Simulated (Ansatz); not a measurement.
Interaction energy ladder

The pair of K⁺ (SMILES [K+], atom 1) and N2 (SMILES N#N, atoms 2–3), both closed shells, in one local arrangement (a lower one may exist), relaxed at PBE0-D4/def2-TZVP:

K1  (-0.004, 0.044, -2.348)
N2  (0.001, -0.012, 0.630)
N3  (0.003, -0.032, 1.718)
(Å)

Program: Ansatz 0.2.0. Basis: def2-TZVPPD, with def2-QZVPPD for the basis limit. Cores are frozen in the correlated methods. The outer core shell of Li, Na, Mg and K is correlated. The def2 sets are not built for correlating such inner shells, so the correlated values are less sure here. B3LYP uses VWN-RPA correlation. Extrapolation: Hartree–Fock as exp(−7.88 √X), correlation as X^−2.97. Interaction energies count from these two fragments, frozen as in the pair, with the counterpoise correction; negative means bound.

Problem. What is the interaction energy by CCSD(T) at an estimated basis limit (MP2 extrapolated from triple and quadruple zeta, plus CCSD(T) − MP2 in triple zeta)? (Judge from chemistry; the value comes from the calculation.)

Solution. By the calculation: -20.7 kJ/mol. Hartree–Fock alone gives -15.5 kJ/mol at the basis limit. It counts from the two fragments frozen as in the pair.

The same quantity by other methods in triple zeta, and each one's difference from that estimate:
```json
{"method": "PBE-D4", "E_int (kJ/mol)": "-22.5", "difference": "-1.9"}
{"method": "revPBE-D4", "E_int (kJ/mol)": "-21.8", "difference": "-1.1"}
{"method": "BLYP-D4", "E_int (kJ/mol)": "-22.8", "difference": "-2.1"}
{"method": "r2SCAN-D4", "E_int (kJ/mol)": "-19.5", "difference": "1.2"}
{"method": "B97M-V", "E_int (kJ/mol)": "-20.9", "difference": "-0.2"}
{"method": "PBE0-D4", "E_int (kJ/mol)": "-21.3", "difference": "-0.6"}
{"method": "B3LYP-D4", "E_int (kJ/mol)": "-22.3", "difference": "-1.7"}
{"method": "HSE06-D4", "E_int (kJ/mol)": "-21.3", "difference": "-0.7"}
{"method": "wB97X-V", "E_int (kJ/mol)": "-20.3", "difference": "0.4"}
{"method": "wB97M-V", "E_int (kJ/mol)": "-20.1", "difference": "0.6"}
{"method": "B2PLYP", "E_int (kJ/mol)": "-19.5", "difference": "1.2"}
{"method": "HF", "E_int (kJ/mol)": "-15.2", "difference": "5.4"}
{"method": "MP2", "E_int (kJ/mol)": "-19.9", "difference": "0.8"}
{"method": "CCSD", "E_int (kJ/mol)": "-18.9", "difference": "1.8"}
{"method": "CCSD(T)", "E_int (kJ/mol)": "-19.3", "difference": "1.3"}
```
Differences are method less estimate.

Problem. Which atoms make the shortest contact between the fragments?

Solution. K1 and N2, 2.98 Å apart.

Basis-set superposition shift (counterpoise-corrected less uncorrected): CCSD(T) 2.9; MP2 2.8; HF 0.3; PBE0-D4 0.6; wB97M-V 0.6 kJ/mol.

T1 diagnostic: at most 0.014.

For scale, one of the runs: CCSD(T)/def2-TZVPPD, 110 basis functions, launched by `ansatz run in.yaml --threads 2 --pin off --events-out ev --progress --plain --max-ram 5222MiB`. The run took about 2.3 s on 2 CPU threads (shared host).
